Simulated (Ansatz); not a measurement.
C₂H₇FO₂Sn, SMILES `C[O][SnH]([F])[O]C`. Total charge 0; spin multiplicity 1. Sn: def2 effective core potential. Geometry: relaxed with PBE0-D4/def2-TZVP. It is one conformer, not always the lowest.

```xyz
13

C     1.401    1.758   -0.853
O     0.303    1.262   -1.595
Sn   -0.628   -0.336   -1.033
F     0.596   -1.813   -1.127
O    -0.944   -0.130    0.872
C    -0.961   -1.237    1.749
H     1.163    1.876    0.210
H     1.656    2.740   -1.260
H     2.278    1.108   -0.946
H    -1.955   -0.645   -2.031
H    -0.100   -1.898    1.606
H    -1.876   -1.832    1.637
H    -0.932   -0.851    2.771
```

Problem. What is the dipole moment at B3LYP/def2-TZVPP? (An estimate is asked.)

Solution. Computed: 1.36 D, with components (-1.24, 0.13, 0.54) D in this frame, pointing from negative to positive charge.

Problem. And with PBE, r2SCAN, ωB97M-V? (Estimate.)

Solution. Computed: PBE 1.28 D, r2SCAN 1.33 D, ωB97M-V 1.38 D.

Problem. Give the Mulliken charges with B3LYP, PBE, ωB97M-V in def2-TZVPP. (An estimate is asked.)

Solution. Computed: 
| atom | B3LYP | PBE | ωB97M-V |
| --- | --- | --- | --- |
| C1 | -0.13 | -0.15 | -0.18 |
| O2 | -0.54 | -0.47 | -0.53 |
| Sn3 | 1.31 | 1.17 | 1.25 |
| F4 | -0.50 | -0.45 | -0.49 |
| O5 | -0.55 | -0.48 | -0.54 |
| C6 | -0.12 | -0.14 | -0.18 |
| H7 | 0.11 | 0.11 | 0.12 |
| H8 | 0.10 | 0.10 | 0.12 |
| H9 | 0.11 | 0.11 | 0.12 |
| H10 | -0.10 | -0.09 | -0.05 |
| H11 | 0.11 | 0.11 | 0.13 |
| H12 | 0.09 | 0.09 | 0.11 |
| H13 | 0.10 | 0.10 | 0.12 |

B3LYP here is the variant with VWN-RPA as its local correlation; programs differ in this.
